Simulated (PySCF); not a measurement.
`ClC[SiH2]C1(Cl)CC1`: 4 charge schemes on one density

C4H8Cl2Si.
Z-matrix (Å and degrees, GFN2-xTB geometry), rows numbered from 1:
```
Cl
C   1  1.7856
Si  2  1.9095  1  108.27
C   3  1.8914  2  107.28  1   -67.85
Cl  4  1.7760  3  110.47  2   -64.30
C   4  1.4991  3  123.38  2    79.65
C   6  1.4945  4   60.09  3   111.81
H   2  1.0865  1  106.77  3   121.76
H   2  1.0872  1  106.73  3  -122.15
H   3  1.4637  2  109.31  1   174.23
H   3  1.4629  2  109.15  1    50.03
H   6  1.0795  4  117.91  7   108.07
H   6  1.0796  4  117.66  7  -109.30
H   7  1.0797  4  117.61  6   109.27
H   7  1.0795  4  118.04  6  -107.97
```

Density: PBE0/pcSseg-1 (PySCF); schemes: Mulliken, IAO, Hirshfeld and ESP-fitted. Isolated species at its GFN2-xTB geometry (one conformer only).

Q: Which atoms carry the highest charge in the Mulliken, IAO, Hirshfeld and ESP-fitted schemes?

A: All schemes agree: Mulliken Si3 (+0.795); IAO Si3 (+0.781); Hirshfeld Si3 (+0.329); ESP-fitted Si3 (+0.491).

Q: At which atom do the 4 schemes differ most?

A: At C4: from -0.588 (Mulliken) to -0.062 e (Hirshfeld), 0.526 e apart.

Q: Give the atomic charges in each scheme.

A: In e:

```tsv
atom	environment	Mulliken	IAO	Hirshfeld	ESP-fitted
Cl1	alkyl chlorine	-0.168	-0.104	-0.062	-0.117
C2	sp3 C–Cl carbon	-0.497	-0.528	-0.127	-0.556
Si3	SiH2 silicon	+0.795	+0.781	+0.329	+0.491
C4	sp3 C–Cl carbon	-0.588	-0.257	-0.062	-0.126
Cl5	alkyl chlorine	-0.094	-0.094	-0.048	-0.099
C6	three-membered-ring carbon	-0.130	-0.278	-0.091	-0.215
C7	three-membered-ring carbon	-0.138	-0.284	-0.091	-0.352
H8	methylene hydrogen	+0.178	+0.172	+0.049	+0.242
H9	methylene hydrogen	+0.187	+0.179	+0.045	+0.230
H10	Si–H hydrogen	-0.062	-0.115	-0.073	-0.092
H11	Si–H hydrogen	-0.065	-0.116	-0.071	-0.059
H12	methylene hydrogen	+0.148	+0.166	+0.053	+0.155
H13	methylene hydrogen	+0.148	+0.159	+0.047	+0.147
H14	methylene hydrogen	+0.137	+0.152	+0.052	+0.169
H15	methylene hydrogen	+0.147	+0.165	+0.051	+0.183
```

Mean size of the charges over all atoms: IAO 0.237 e, Mulliken 0.232 e, ESP-fitted 0.216 e, Hirshfeld 0.083 e. Each set sums to the total charge, 0, to within 0.001 e. The Hirshfeld scheme divides the density at each point in proportion to the densities of the neutral, spherically averaged free atoms.

Q: How closely do the schemes follow one another over all atoms?

A: Correlation coefficient and root-mean-square difference: IAO with Hirshfeld 0.97, 0.194 e; IAO with ESP-fitted 0.96, 0.091 e; Mulliken with IAO 0.94, 0.105 e; Mulliken with Hirshfeld 0.90, 0.219 e; Hirshfeld with ESP-fitted 0.89, 0.169 e; Mulliken with ESP-fitted 0.86, 0.158 e.

Q: Sum the charges by element, for elements with more than one atom.

A: 
| element | atoms | Mulliken | IAO | Hirshfeld | ESP-fitted |
| --- | --- | --- | --- | --- | --- |
| Cl | 2 | -0.262 | -0.197 | -0.110 | -0.217 |
| C | 4 | -1.352 | -1.346 | -0.370 | -1.249 |
| H | 8 | +0.819 | +0.762 | +0.152 | +0.975 |
